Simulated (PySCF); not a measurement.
## Energy of Ag⁻ (silver, charge -1) between two integer charges

The 5s beta orbital of [Kr] 4d10 5s2 is emptied in steps (occupation f), with all orbitals relaxed, ending at [Kr] 4d10 5s1. Calculation: PySCF 2.14, in def2-TZVPPD with the def2 core potential (28 electrons) (6s4p3d2f1g, 56 functions); a scalar-relativistic core potential. The exact energy is a straight line in f; departures are measured from the line between the end points of the same method.

| f | UHF (eV) | LDA (eV) | PBE (eV) | PBE0 (eV) | r2SCAN (eV) | LC-wPBE (eV) | BHandHLYP (eV) | wB97X (eV) | HSE06 (eV) | B3LYP (eV) |
| --- | --- | --- | --- | --- | --- | --- | --- | --- | --- | --- |
| 1 | 0.000 | 0.000 | 0.000 | 0.000 | 0.000 | 0.000 | 0.000 | 0.000 | 0.000 | 0.000 |
| 0.9 | 0.025 | -0.245 | -0.238 | -0.165 | -0.210 | 0.021 | -0.111 | -0.018 | -0.196 | -0.191 |
| 0.7 | 0.055 | -0.578 | -0.561 | -0.386 | -0.493 | 0.049 | -0.261 | -0.045 | -0.461 | -0.449 |
| 0.5 | 0.062 | -0.695 | -0.675 | -0.463 | -0.588 | 0.057 | -0.314 | -0.054 | -0.552 | -0.540 |
| 0.3 | 0.050 | -0.590 | -0.573 | -0.391 | -0.497 | 0.046 | -0.267 | -0.041 | -0.467 | -0.458 |
| 0.1 | 0.020 | -0.255 | -0.248 | -0.168 | -0.215 | 0.019 | -0.116 | -0.004 | -0.200 | -0.198 |
| 0 | 0.000 | 0.000 | 0.000 | 0.000 | 0.000 | 0.000 | 0.000 | 0.000 | 0.000 | 0.000 |

```
   method  E(f=0) − E(f=1) (eV)  −ε at f=1 (eV)  −ε at f=0.5 (eV)
      UHF                -0.141           0.142            -0.157
      LDA                 1.483          -1.227             1.447
      PBE                 1.198          -1.429             1.162
     PBE0                 0.978          -0.844             0.964
   r2SCAN                 1.081          -1.250             1.077
  LC-wPBE                 0.691           0.931             0.680
BHandHLYP                 0.858          -0.367             0.840
    wB97X                 1.166           0.966             1.171
    HSE06                 1.024          -1.157             1.006
    B3LYP                 1.209          -0.903             1.183
```

Orbital energy along the path (eV):

```tsv
f	UHF	LDA	PBE	PBE0	r2SCAN	LC-wPBE	BHandHLYP	wB97X	HSE06	B3LYP
1	-0.142	1.227	1.429	0.844	1.250	-0.931	0.367	-0.966	1.157	0.903
0.9	-0.073	0.709	0.928	0.489	0.794	-0.881	0.131	-0.997	0.728	0.496
0.7	0.051	-0.351	-0.099	-0.230	-0.133	-0.781	-0.348	-1.073	-0.135	-0.333
0.5	0.157	-1.447	-1.162	-0.964	-1.077	-0.680	-0.840	-1.171	-1.006	-1.183
0.3	0.248	-2.578	-2.261	-1.714	-2.006	-0.589	-1.349	-1.295	-1.899	-2.058
0.1	0.326	-3.741	-3.393	-2.474	-2.983	-0.520	-1.883	-1.352	-2.808	-2.962
0	0.361	-4.335	-3.953	-2.826	-3.464	-0.489	-2.156	-0.999	-3.231	-3.422
```

As f goes to zero the orbital energy of a semilocal functional can turn back, because the density of that orbital vanishes from the exchange-correlation potential.

At f = 1 the orbital energy is positive for LDA, PBE, PBE0, r2SCAN, BHandHLYP, HSE06, B3LYP: only the finite basis holds the electron.

Reference removal energy between the ground levels: 1.304 eV (measured; photodetachment measurements, as compiled on the Wikipedia data page of electron affinities). UHF lacks correlation.
